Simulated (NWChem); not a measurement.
# hexafluoroethane (C₂F₆); SMILES FC(F)(F)C(F)(F)F

```xyz
8

F     -0.4863     1.1468    -1.2185
C      0.0000     0.0000    -0.7710
F      1.2363    -0.1522    -1.2185
F     -0.7500    -0.9946    -1.2185
C      0.0000     0.0000     0.7710
F      0.7557     0.9902     1.2185
F     -1.2354     0.1593     1.2185
F      0.4797    -1.1495     1.2185
```
Atoms are numbered in this order, from 1.

Results from NWChem. Pople sets run with spherical d functions. The geometry was optimised at PBE0/def2-SVP. B3LYP is NWChem's, with the RPA form of VWN correlation. Total energies compare along this basis series because the functional is fixed.

| level | basis functions | energy (Ha) | highest occupied level (eV) | orbital gap (eV) |
|---|---|---|---|---|
| B3LYP/STO-3G | 40 | -665.5300 | ? | ? |
| B3LYP/3-21G | 72 | -671.5768 | -10.16 | 12.89 |
| B3LYP/6-31G* | 112 | -675.2472 | -10.44 | 13.20 |
| B3LYP/6-31+G* | 144 | -675.2942 | -11.28 | 11.52 |
| B3LYP/def2-SVP | 112 | -674.7540 | -10.84 | 13.28 |
| B3LYP/def2-SVPD | 178 | -674.8011 | -11.36 | 11.76 |
| B3LYP/def2-TZVP | 248 | -675.5744 | -11.13 | 12.96 |
| B3LYP/6-311++G** | 176 | -675.4823 | -11.36 | 11.59 |
| B3LYP/aug-cc-pVTZ | 368 | -675.5477 | -11.19 | 11.28 |

### Question
Some entries are withheld; supply them.

### Answer

- B3LYP/STO-3G, highest occupied level (eV): -4.68
- B3LYP/STO-3G, orbital gap (eV): 12.39
